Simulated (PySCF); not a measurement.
A mixed set of molecules. Computed with TDDFT PBE0/def2-SVPD, vertical, gas phase, core orbitals frozen in the response in PySCF 2.14.0, density-fitted response routines. Geometries: GFN2-xTB; one conformer of each isolated species. Triplets are in the Tamm–Dancoff approximation.

Task: Rank by computed S1–T1 gap, lowest first.
A. `N#C[C@H](F)OC1C=C1`
B. `O=C1OC(=O)C(=C1)[SiH2]F`
C. `COCc1ncno1`
D. `FC(F)(F)[SiH3]`

Result: B (0.42 eV), D (0.94 eV), C (1.08 eV), A (1.74 eV).

```tsv
SMILES	S1−T1 (eV)	S1 (eV)	T1 (eV)	S1 mainly	T1 mainly	f(S1)
O=C1C=C([SiH2]F)C(=O)O1	0.42	3.67	3.25	H→L (98%)	H→L (96%)	0.000
FC(F)(F)[SiH3]	0.94	8.47	7.53	H→L (94%)	H→L (94%)	0.065
COCc1ncno1	1.08	5.67	4.59	H→L (92%)	H-1→L (83%)	0.011
N#C[C@H](F)OC1C=C1	1.74	6.34	4.60	H-1→L (88%)	H→L (87%)	0.002
```

H and L stand for HOMO and LUMO. For `COCc1ncno1` and `N#C[C@H](F)OC1C=C1` the leading configurations of S1 and T1 differ. Singlets come from full response and triplets from the Tamm–Dancoff approximation.
